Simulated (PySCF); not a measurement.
PySCF input (CCSD(T)/cc-pVDZ):

```python
from pyscf import gto, scf, mp, cc as ccmod

mol = gto.M(
    atom='''
    O     1.16286152   -0.20239142   -0.09139627
    Si   -0.46776482    0.06932882    0.03513133
    H    -1.07060418   -0.61167173    1.20401702
    H    -1.20301448   -0.28673947   -1.20022050
    H    -0.48056609    1.54693909    0.23553510
    ''',
    basis='cc-pvdz',
    charge=0,
    spin=1,
    verbose=4,
)

mf = scf.UHF(mol)
mf.conv_tol = 1e-10
mf.max_cycle = 100
mf.kernel()
mo, _, stable, _ = mf.stability(return_status=True)
if not stable:
    mf.kernel(mf.make_rdm1(mo, mf.mo_occ))
mp2 = mp.MP2(mf, frozen=6).run()
cc = ccmod.CCSD(mf, frozen=6)
cc.max_cycle = 100
cc.kernel()
et = cc.ccsd_t()
print(f'E(CCSD(T)) = {cc.e_tot + et:.9f}')
```

End of the output:

```
Extra cycle  E= -365.51240404461  delta_E= -1.82e-12  |g|= 5.57e-07  |ddm|= 1.13e-06
converged SCF energy = -365.51240404461  <S^2> = 0.75640772  2S+1 = 2.0063975
uhf_internal: lowest eigs of H = [0.00988397 0.15645833 0.48813635]
<class 'pyscf.scf.uhf.UHF'> wavefunction is stable in the internal stability analysis

******** <class 'pyscf.mp.ump2.UMP2'> ********
nocc = (np.int64(7), np.int64(6)), nmo = (41, 41)
frozen orbitals 6
E(UMP2) = -365.755848744552  E_corr = -0.24344469994195
E(SCS-UMP2) = -365.761535889217  E_corr = -0.249131844606711
E_corr(same-spin) = -0.0496174561426487
E_corr(oppo-spin) = -0.193827243799301

******** <class 'pyscf.cc.uccsd.UCCSD'> ********
CC2 = 0
CCSD nocc = (np.int64(7), np.int64(6)), nmo = (41, 41)
frozen orbitals 6
max_cycle = 100
direct = 0
conv_tol = 1e-07
conv_tol_normt = 1e-06
diis_space = 6
diis_start_cycle = 0
diis_start_energy_diff = 1e+09
Init t2, MP2 energy = -0.243444699278819
Init E_corr(UCCSD) = -0.243444699279093
cycle = 1  E_corr(UCCSD) = -0.267873265904434  dE = -0.0244285666  norm(t1,t2) = 0.0692267
cycle = 2  E_corr(UCCSD) = -0.275711087086565  dE = -0.00783782118  norm(t1,t2) = 0.0236376
cycle = 3  E_corr(UCCSD) = -0.278197665438928  dE = -0.00248657835  norm(t1,t2) = 0.015351
cycle = 4  E_corr(UCCSD) = -0.279761817668372  dE = -0.00156415223  norm(t1,t2) = 0.00832569
cycle = 5  E_corr(UCCSD) = -0.279613504003195  dE = 0.000148313665  norm(t1,t2) = 0.00508024
cycle = 6  E_corr(UCCSD) = -0.279704550670101  dE = -9.10466669e-05  norm(t1,t2) = 0.00143779
cycle = 7  E_corr(UCCSD) = -0.279737532453919  dE = -3.29817838e-05  norm(t1,t2) = 0.000607782
cycle = 8  E_corr(UCCSD) = -0.279740893094301  dE = -3.36064038e-06  norm(t1,t2) = 0.000361987
cycle = 9  E_corr(UCCSD) = -0.279734167058684  dE = 6.72603562e-06  norm(t1,t2) = 0.000265456
cycle = 10  E_corr(UCCSD) = -0.279732630635147  dE = 1.53642354e-06  norm(t1,t2) = 0.000181759
cycle = 11  E_corr(UCCSD) = -0.279732033073508  dE = 5.97561638e-07  norm(t1,t2) = 0.000124008
cycle = 12  E_corr(UCCSD) = -0.279732428452662  dE = -3.95379154e-07  norm(t1,t2) = 7.14821e-05
cycle = 13  E_corr(UCCSD) = -0.279732817657191  dE = -3.89204529e-07  norm(t1,t2) = 3.62418e-05
cycle = 14  E_corr(UCCSD) = -0.279732366432194  dE = 4.51224998e-07  norm(t1,t2) = 1.3776e-05
cycle = 15  E_corr(UCCSD) = -0.279732119227296  dE = 2.47204898e-07  norm(t1,t2) = 6.78102e-06
cycle = 16  E_corr(UCCSD) = -0.279731927359439  dE = 1.91867857e-07  norm(t1,t2) = 3.19879e-06
cycle = 17  E_corr(UCCSD) = -0.279731896251827  dE = 3.11076124e-08  norm(t1,t2) = 1.31512e-06
cycle = 18  E_corr(UCCSD) = -0.279731887315925  dE = 8.93590218e-09  norm(t1,t2) = 7.55346e-07
UCCSD converged
E(UCCSD) = -365.7921359319264  E_corr = -0.2797318873159246
UCCSD(T) correction = -0.00516620281575082
E(CCSD(T)) = -365.797302135
```

It need not be the lowest isomer of its formula.
